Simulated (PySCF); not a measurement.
**Exercise with solution: oscillator strength and radiative lifetime**

CH8FNSi2, SMILES N[SiH2][SiH2]CF.

Geometry: PBE0-D3(BJ)/def2-SVP. This is a generated structure with no PubChem entry under its InChIKey; it may be hypothetical. The values are those of a single conformer.

TDDFT-PBE/def2-SVPD (PySCF 2.14.0) puts the first singlet state with f over 0.02 at 5.60 eV (vertical), with the transition dipole (-0.510, -0.151, 0.399) in atomic units.

Question: Find the oscillator strength, the wavelength and the radiative lifetime that this transition would have in vacuum if emission retraced absorption.

Answer: 
|μ|² = 0.4421 au, so |μ| = 1.69 D. ΔE = 5.60/27.211 = 0.2058 hartree. f = (2/3) ΔE |μ|² = 0.061 (the program prints 0.061).
λ = 1239.84/5.60 = 221 nm; ν = 45167 cm⁻¹.
Einstein's coefficient A = 0.6670 ν² f s⁻¹ (ν in cm⁻¹) = 8.3e7 s⁻¹, so τ = 1/A = 12 ns. This state is S3; the lower singlets have f = 0.019, 0.010. The figure is the radiative limit of this one transition; relaxation, internal conversion, crossing to triplets and a medium change what is measured.
